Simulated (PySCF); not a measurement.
F5V, charge -1, sextet, at a GFN2-xTB geometry of the parent state (such geometries of metal compounds can be far from the true shape) (the multiplicity is a formal guess) (a gas-phase anion, which may not be bound at this level); DF-B3LYP/aug-cc-pVDZ run with PySCF.

Input for PySCF:
```python
from pyscf import gto, scf, dft

mol = gto.Mole()
mol.atom = '''
    V    -0.044001    0.016631    0.057167
    F     1.150695   -0.707214    1.225068
    F    -1.273355    0.753575   -1.065708
    F     0.308927    1.530622    0.649151
    F     1.021446   -0.386073   -1.327064
    F    -1.095265   -1.233412    0.372460
'''
mol.basis = 'aug-cc-pvdz'
mol.charge = -1
mol.spin = 5
mol.verbose = 4
mol.build()

mf = dft.ROKS(mol)
mf.xc = 'b3lyp'
mf = mf.density_fit(auxbasis='def2-universal-jkfit')
mf.kernel()
```

The log (banner, timings and long lists left out):

```
PySCF version 2.14.0

[INPUT] verbose = 4
[INPUT] num. atoms = 6
[INPUT] num. electrons = 69
[INPUT] charge = -1
[INPUT] spin (= nelec alpha-beta = 2S) = 5
[INPUT] symmetry False subgroup None
[INPUT] Mole.unit = angstrom
[INPUT] Symbol           X                Y                Z      unit          X                Y                Z       unit  Magmom
[...]
nuclear repulsion = 471.817852579099
number of shells = 51
number of NR pGTOs = 313
number of NR cGTOs = 174
basis = aug-cc-pvdz
ecp = {}

******** <class 'pyscf.df.df_jk.DFROKS'> ********
method = DFROKS
initial guess = minao
damping factor = 0
level_shift factor = 0
DIIS = <class 'pyscf.scf.diis.CDIIS'>
diis_start_cycle = 1
diis_space = 8
diis_damp = 0
SCF conv_tol = 1e-09
SCF conv_tol_grad = None
SCF max_cycles = 50
direct_scf = False
num. doubly occ = 32  num. singly occ = 5
XC library pyscf.dft.libxc version 7.1.2
    S. Lehtola, C. Steigemann, M. J. T. Oliveira, and M. A. L. Marques,  SoftwareX 7, 1–5 (2018)
XC functionals = b3lyp
    P. J. Stephens, F. J. Devlin, C. F. Chabalowski, and M. J. Frisch,  J. Phys. Chem. 98, 11623 (1994)
radial grids:
    Treutler-Ahlrichs [JCP 102, 346 (1995); DOI:10.1063/1.469408] (M4) radial grids

becke partition: Becke, JCP 88, 2547 (1988); DOI:10.1063/1.454033
pruning grids: <function nwchem_prune>
grids dens level: 3
symmetrized grids: False
atomic radii adjust function: <function treutler_atomic_radii_adjust>
small_rho_cutoff = 0
Set gradient conv threshold to 3.16228e-05
tot grids = 92216
******** <class 'pyscf.df.df.DF'> ********
auxbasis = def2-universal-jkfit
init E= -1443.37341877632
[...]
cycle= 1 E= -1442.86474582621  delta_E= 0.509  |g|= 1.19  |ddm|=  9.7
[...]
cycle= 2 E= -1439.24184798116  delta_E= 3.62  |g|= 3.57  |ddm|= 18.1

WARN: HOMO 0.216678669469193 >= LUMO -0.256307586306398

cycle= 3 E= -1441.15317700169  delta_E= -1.91  |g|= 2.04  |ddm|= 15.9

WARN: HOMO 0.0733564188360673 >= LUMO 0.0623706915831007

cycle= 4 E= -1441.65996321437  delta_E= -0.507  |g|= 1.88  |ddm|= 17.4

WARN: HOMO 0.0397059360611376 >= LUMO -0.333115233614611

cycle= 5 E= -1442.08774780485  delta_E= -0.428  |g|= 1.69  |ddm|= 7.28

WARN: HOMO 0.0573104651778117 >= LUMO -0.0401016330918837

cycle= 6 E= -1441.84818338545  delta_E= 0.24  |g|= 1.68  |ddm|= 6.36

WARN: HOMO 0.00463511426721741 >= LUMO -0.348487364235012

cycle= 7 E= -1442.27669194361  delta_E= -0.429  |g|= 1.42  |ddm|= 6.32

WARN: HOMO 0.0540659241602448 >= LUMO -0.0584404265835996

cycle= 8 E= -1441.96069095675  delta_E= 0.316  |g|= 1.55  |ddm|= 5.84

WARN: HOMO 0.062839772773911 >= LUMO -0.380988312623351

cycle= 9 E= -1440.94383138801  delta_E= 1.02  |g|= 2.25  |ddm|= 6.05

WARN: HOMO 0.0440283027637649 >= LUMO -0.10709520045031

cycle= 10 E= -1441.90774862625  delta_E= -0.964  |g|= 1.63  |ddm|= 5.36

WARN: HOMO -0.052204651913172 >= LUMO -0.393560654692198

cycle= 11 E= -1442.24337795566  delta_E= -0.336  |g|= 1.46  |ddm|= 5.14

WARN: HOMO 0.0467905608171804 >= LUMO -0.0947436297893232

cycle= 12 E= -1441.95324238091  delta_E= 0.29  |g|= 1.57  |ddm|= 5.16

WARN: HOMO -0.0306102793321017 >= LUMO -0.372760235096151

cycle= 13 E= -1442.27599666662  delta_E= -0.323  |g|= 1.41  |ddm|= 5.16

WARN: HOMO 0.0527842447159344 >= LUMO -0.0718968035535239

cycle= 14 E= -1441.70557696235  delta_E= 0.57  |g|= 1.79  |ddm|= 5.69

WARN: HOMO -0.0239421867778704 >= LUMO -0.400435627114761

cycle= 15 E= -1441.85105026642  delta_E= -0.145  |g|=  1.7  |ddm|= 5.67

WARN: HOMO 0.0501524207997507 >= LUMO -0.0757760721365148

cycle= 16 E= -1441.91842316366  delta_E= -0.0674  |g|= 1.57  |ddm|= 5.47

WARN: HOMO -0.0212135023027029 >= LUMO -0.348673945301051

cycle= 17 E= -1442.1139174719  delta_E= -0.195  |g|= 1.59  |ddm|= 5.45

WARN: HOMO 0.0462031949817901 >= LUMO -0.083849847210832

cycle= 18 E= -1441.80638973858  delta_E= 0.308  |g|=  1.7  |ddm|=  5.2

WARN: HOMO 0.0566468221020004 >= LUMO -0.414850075339721

cycle= 19 E= -1440.85475887873  delta_E= 0.952  |g|= 2.27  |ddm|= 5.38

[...]

WARN: HOMO -0.0339209500149034 >= LUMO -0.412480270225022

cycle= 21 E= -1442.07541562359  delta_E= -0.52  |g|= 1.62  |ddm|= 5.32

WARN: HOMO 0.0491069290390716 >= LUMO -0.0843795070251492

cycle= 22 E= -1441.85195086675  delta_E= 0.223  |g|= 1.65  |ddm|= 5.39

WARN: HOMO -0.0362291326984954 >= LUMO -0.3714552927959

cycle= 23 E= -1442.03749626005  delta_E= -0.186  |g|= 1.66  |ddm|= 5.38

WARN: HOMO 0.0475146712541342 >= LUMO -0.0995450762872003

cycle= 24 E= -1441.96328234002  delta_E= 0.0742  |g|= 1.56  |ddm|= 5.42

WARN: HOMO -0.0421414046213071 >= LUMO -0.383229204708829

cycle= 25 E= -1442.21370909794  delta_E= -0.25  |g|=  1.5  |ddm|= 5.34

WARN: HOMO 0.0475164135388596 >= LUMO -0.0887805519942848

cycle= 26 E= -1441.94574895782  delta_E= 0.268  |g|= 1.58  |ddm|= 5.26

WARN: HOMO 0.0525625801437428 >= LUMO -0.414433076365071

cycle= 27 E= -1440.90889466805  delta_E= 1.04  |g|= 2.23  |ddm|= 5.54

WARN: HOMO 0.0490412033127907 >= LUMO -0.0871190797757819

cycle= 28 E= -1441.86743146612  delta_E= -0.959  |g|= 1.63  |ddm|= 5.48

WARN: HOMO 0.0542761515735029 >= LUMO -0.408863634270606

cycle= 29 E= -1440.90929558987  delta_E= 0.958  |g|= 2.23  |ddm|= 5.56

WARN: HOMO 0.0472591124968197 >= LUMO -0.0966350159450746

cycle= 30 E= -1442.03357493416  delta_E= -1.12  |g|= 1.54  |ddm|= 5.77

WARN: HOMO 0.0537866831935193 >= LUMO -0.41013962162379

cycle= 31 E= -1441.01137402857  delta_E= 1.02  |g|= 2.21  |ddm|= 5.83

WARN: HOMO 0.0491693073754144 >= LUMO -0.0930678162234306

cycle= 32 E= -1442.00399988984  delta_E= -0.993  |g|=  1.5  |ddm|= 5.37

WARN: HOMO -0.0453770261597288 >= LUMO -0.378930519350289

cycle= 33 E= -1442.17399477594  delta_E= -0.17  |g|= 1.55  |ddm|= 5.13

WARN: HOMO 0.0484569305122569 >= LUMO -0.094261986805579

cycle= 34 E= -1441.48068219559  delta_E= 0.693  |g|= 2.04  |ddm|= 5.36

WARN: HOMO -0.0414767064277042 >= LUMO -0.403955839338019

cycle= 35 E= -1441.99296444749  delta_E= -0.512  |g|= 1.75  |ddm|= 5.33

WARN: HOMO 0.0494348078800549 >= LUMO -0.0906969794606916

cycle= 36 E= -1442.05858310652  delta_E= -0.0656  |g|= 1.52  |ddm|= 5.62

WARN: HOMO -0.0383537144363482 >= LUMO -0.371718773183897

cycle= 37 E= -1442.08625850834  delta_E= -0.0277  |g|= 1.65  |ddm|= 5.56

WARN: HOMO 0.0490796090790074 >= LUMO -0.0885274465191603

cycle= 38 E= -1441.9776720966  delta_E= 0.109  |g|= 1.54  |ddm|= 5.06

WARN: HOMO 0.0487834880245858 >= LUMO -0.404262149245301

cycle= 39 E= -1441.04849527987  delta_E= 0.929  |g|= 2.17  |ddm|= 5.27

WARN: HOMO 0.0481454897903042 >= LUMO -0.0906166374072681

cycle= 40 E= -1442.04572138862  delta_E= -0.997  |g|= 1.52  |ddm|= 5.82

WARN: HOMO -0.0338205805377312 >= LUMO -0.368011508271215

cycle= 41 E= -1442.14475631917  delta_E= -0.099  |g|=  1.6  |ddm|=  5.7

WARN: HOMO 0.0510122468386736 >= LUMO -0.0976910395337765

cycle= 42 E= -1442.0960830159  delta_E= 0.0487  |g|= 1.49  |ddm|= 5.59

WARN: HOMO -0.0523464402413714 >= LUMO -0.373914062207217

cycle= 43 E= -1441.98289650162  delta_E= 0.113  |g|= 1.78  |ddm|= 5.59

WARN: HOMO 0.0973324601327088 >= LUMO -0.0985238834225433

cycle= 44 E= -1442.07306625791  delta_E= -0.0902  |g|= 1.48  |ddm|= 5.13

WARN: HOMO -0.0361834800133902 >= LUMO -0.366731321408953

cycle= 45 E= -1442.21168731732  delta_E= -0.139  |g|= 1.52  |ddm|= 5.11

WARN: HOMO 0.0550658975380726 >= LUMO -0.0884737665353796

cycle= 46 E= -1442.06647331748  delta_E= 0.145  |g|= 1.49  |ddm|= 5.62

WARN: HOMO 0.0632655295914644 >= LUMO -0.404078465260285

cycle= 47 E= -1440.76441254956  delta_E=  1.3  |g|= 2.38  |ddm|=  5.9

WARN: HOMO 0.0524459494705036 >= LUMO -0.085674251778169

cycle= 48 E= -1441.7907270108  delta_E= -1.03  |g|= 1.74  |ddm|= 5.13

WARN: HOMO -0.0436508567700962 >= LUMO -0.415234749590633

cycle= 49 E= -1442.09646831796  delta_E= -0.306  |g|= 1.63  |ddm|= 4.84

WARN: HOMO 0.0484599912472708 >= LUMO -0.093600218839657

cycle= 50 E= -1441.97579320075  delta_E= 0.121  |g|= 1.59  |ddm|= 5.54
SCF not converged.
SCF energy = -1441.97579320075
```

Convergence was not reached.
